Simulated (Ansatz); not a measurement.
Cartesian coordinates in Å:
```
C 0.0659 1.4118 0.8406
C 0.2545 0.5973 -0.1883
F 0.8552 1.0604 -1.3003
B -0.1732 -0.9023 -0.2234
O 0.0575 -1.6602 -1.3099
F -0.7750 -1.4202 0.8506
H 0.3818 2.4479 0.8156
H -0.4173 1.0322 1.7307
H -0.2495 -2.5669 -1.2155
```

Total charge 0; spin multiplicity 1.

Question: List the B3LYP/def2-TZVPP orbital energies in eV (Ansatz). (Estimate.)

Answer: The calculation gave: Occupied: -672.02, -671.83, -521.56, -278.88, -277.20, -185.79, -33.35, -33.30, -28.75, -21.28, -17.16, -15.76, -15.16, -14.42, -13.34, -13.13, -12.57, -12.46, -11.35, -10.76, -10.40, -9.72, -7.69. Lowest empty: -1.34, 0.29, 1.51, 2.00, 2.03, 2.45, 2.73, 3.83.

B3LYP here is the variant with VWN-RPA as its local correlation; programs differ in this.
